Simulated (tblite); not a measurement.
Species: C₂H₈O₂Si₂.
Structure used (GFN2-xTB), in Å, numbered top down from 1:
```xyz
14
C2H8O2Si2 angstrom
O     -3.0763   -0.1308    1.3357
C     -3.0018   -0.0460    0.1364
Si    -1.3439    0.0416   -0.8387
C      0.0923   -0.0274    0.4051
O      1.2791    0.0387   -0.3559
Si     2.8164    0.0229    0.1600
H     -3.9398   -0.0148   -0.4594
H     -1.3432    1.3018   -1.5860
H     -1.3146   -1.1027   -1.7531
H      0.0648    0.8032    1.1185
H      0.0849   -0.9486    0.9974
H      3.0855    1.1540    1.0536
H      3.1156   -1.2115    0.8929
H      3.4805    0.1191   -1.1287
```

Calculated harmonic vibrations of the isolated species, GFN2-xTB (tblite), most abundant isotopes, no scaling. The method is semi-empirical: single wavenumbers can be off by several per cent or more. Modes of hydrogen on silicon can be 10 to 20 % off. One conformer, not necessarily the lowest.

Harmonic wavenumbers (cm⁻¹): 34.8, 46.5, 61.3, 78.0, 156.8, 163.3, 218.7, 391.0, 401.8, 519.5, 595.2, 597.1, 624.3, 718.3, 743.8, 760.0, 760.7, 763.6, 788.8, 797.4, 814.1, 838.1, 1123.4, 1188.6, 1279.9, 1364.8, 1463.1, 1746.8, 2214.6, 2246.9, 2249.4, 2257.2, 2353.8, 2690.5, 2892.6, 2917.7.

A = 7128, B = 822.4, C = 753.4 MHz; mass 120.006 u (most abundant isotopes); point group Cs, symmetry number 1.

What is the zero-point energy?

Half the sum of the wavenumbers: 19431 cm⁻¹ = 55.56 kcal/mol.

Entropy at 298.15 K, 1 bar (ideal gas, RRHO, classical rotation)?

Translation 40.29, rotation 28.68, vibration 32.04: S = 101.0 cal/(mol K).

And Cp and H(298.15 K) − H(0)?

Cp = 35.79 cal/(mol K), of which vibrations give 27.84 (their classical limit is 36 R = 71.5); H(298.15 K) − H(0) = 6.91 kcal/mol without the zero-point energy, 4.54 from vibrations.

Which modes carry the vibrational entropy at 298.15 K?

34.8 cm⁻¹: 5.54; 46.5 cm⁻¹: 4.96; 61.3 cm⁻¹: 4.41; 78.0 cm⁻¹: 3.94; 156.8 cm⁻¹: 2.59; 163.3 cm⁻¹: 2.51 cal/(mol K); the other 30 give 8.09 together.

Blend soft modes into free rotors: weight 1/[1 + (100 cm⁻¹/ν̃)⁴] for the oscillator and the rest for a rotor with moment μB/(μ + B), μ = h/(8π²ν), B = 10⁻⁴⁴ kg m². What vibrational entropy results?

27.57 cal/(mol K) in place of 32.04, which changes −T·S at 298.15 K by +1.34 kcal/mol.

Hindered rotation and anharmonicity are outside this model. Other conformers, if any are populated, would add a mixing term that is left out.
